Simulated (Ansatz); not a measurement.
**Ligand exchange: C3H7FSn + NaNH2 → C3H9NSn + NaF**

Gas-phase species: C3H7FSn `C[CH](C)[Sn][F]`, singlet; NaNH2 `[NH2][Na]`, singlet; C3H9NSn `C[CH](C)[Sn][NH2]`, singlet; NaF, singlet. The partners trade F for NH2: Sn–F and Na–NH2 bonds give way to Sn–NH2 and Na–F.

Shapes, held fixed at every level: PBE0-D4/def2-TZVP. Flexible molecules stand in one conformer, not always the lowest. Programs: Ansatz 0.2.0. The zero-point and thermal change to 298 K, harmonic and unscaled (PBE0-D4/def2-TZVP), is +5.4 kJ/mol.

(1) Estimate ΔH(298 K) of this reaction.

Answers

(1) The highest level, CCSD(T)/def2-TZVPP, gives ΔH(298 K) = -86.6 kJ/mol; the levels span -96.6 to -79.0. The column of differences is taken from that level and isn't an error. No measured value is set beside it here. For atoms past krypton def2 sets carry core potentials with scalar relativity. Outer-core shells of Na, Sn are correlated, in sets that cover them unevenly. Sets without diffuse functions underbind ionic bonds of s-block metals.

| level | kind | ΔH(298 K) (kJ/mol) | less CCSD(T)/def2-TZVPP |
| --- | --- | --- | --- |
| HF/def2-SVP | Hartree–Fock | -85.0 | +1.6 |
| HF/def2-TZVPP | Hartree–Fock | -79.5 | +7.1 |
| wB97M-V/def2-TZVPP | range-separated hybrid | -79.0 | +7.6 |
| MP2/def2-SVP | perturbation theory | -96.6 | -10.0 |
| MP2/def2-TZVPP | perturbation theory | -91.1 | -4.5 |
| CCSD/def2-TZVPP | coupled cluster or CI | -85.7 | +0.9 |
| CCSD(T)/def2-TZVPP | coupled cluster or CI | -86.6 | 0.0 |
